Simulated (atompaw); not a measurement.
## Cutoff test, Cr, PAW (atompaw)

- Element: Cr (Z = 24)
- Generator: atompaw 4.2.0.5
- Type: PAW
- Functional: PBE
- Relativity: scalar-relativistic
- Frozen core: [Ne]
- Valence charge: 14
- Reference configuration: 3s2 3p6 3d5 4s0.5 4p0 (charge +0.5)
- Partial waves: 3s (bound): rc 1.60 bohr; 4s (bound): rc 1.55 bohr; 3p (bound): rc 1.15 bohr; 4p (bound, empty): rc 2.10 bohr; 3d (bound): rc 1.15 bohr; 3d channel at 0.35 Ry: rc 2.10 bohr
- Local potential: troulliermartins scheme with l = 3 at 0.5 Ry, radius 1.90 bohr
- Core correction: smooth core density matched at 2.05 bohr
- Augmentation charge: sinc compensation charge, radius 1.85 bohr; PAW radius 2.10 bohr; waves and projectors: custom rrkj gramschmidtortho

The pseudo-atom Hamiltonian at the reference potential is diagonalised in spherical Bessel functions j_l(qr) that vanish at 20 bohr, with q² up to the cutoff. All-electron valence levels (Ry): 3s -5.6799, 4s -0.5045, 3p -3.5832, 4p -0.2469, 3d -0.4561.

Q: How do the lowest levels (Ry) of each channel move with the cutoff, and are there ghosts?

A:

```tsv
cutoff (Ry)	s #1	s #2	s #3	p #1	p #2	p #3	d #1	f #1	f #2	Σ f·Δε (mRy)
8	-5.4553	-0.4279	-0.0825	-0.2455	-0.0403	0.0743	-0.0667	0.0299	0.1376	22460.1
12	-5.6249	-0.4540	-0.0874	-0.2467	-0.0407	0.0737	-0.0912	0.0299	0.1376	21978.4
18	-5.6747	-0.4748	-0.0912	-1.6401	-0.2468	-0.0406	-0.2551	0.0299	0.1376	12688.1
30	-5.6794	-0.4978	-0.0954	-3.3870	-0.2469	-0.0407	-0.4100	0.0299	0.1376	1411.7
40	-5.6798	-0.5041	-0.0967	-3.5415	-0.2469	-0.0407	-0.4290	0.0299	0.1376	385.0
50	-5.6799	-0.5043	-0.0967	-3.5770	-0.2469	-0.0407	-0.4362	0.0299	0.1376	136.0
60	-5.6799	-0.5043	-0.0967	-3.5821	-0.2469	-0.0407	-0.4457	0.0299	0.1376	58.2
80	-5.6799	-0.5044	-0.0968	-3.5826	-0.2469	-0.0407	-0.4551	0.0299	0.1376	7.8
110	-5.6799	-0.5044	-0.0968	-3.5831	-0.2469	-0.0407	-0.4556	0.0299	0.1376	2.7
140	-5.6799	-0.5044	-0.0968	-3.5831	-0.2469	-0.0407	-0.4560	0.0299	0.1376	0.7
180	-5.6799	-0.5044	-0.0968	-3.5831	-0.2469	-0.0407	-0.4560	0.0299	0.1376	0.3
400	-5.6799	-0.5044	-0.0968	-3.5831	-0.2469	-0.0407	-0.4561	0.0299	0.1376	0.0
```

Result: no extra level below or beside the all-electron valence levels (s, p, d, f tested); 10 mRy is reached at 80 Ry and 1 mRy at 140 Ry.
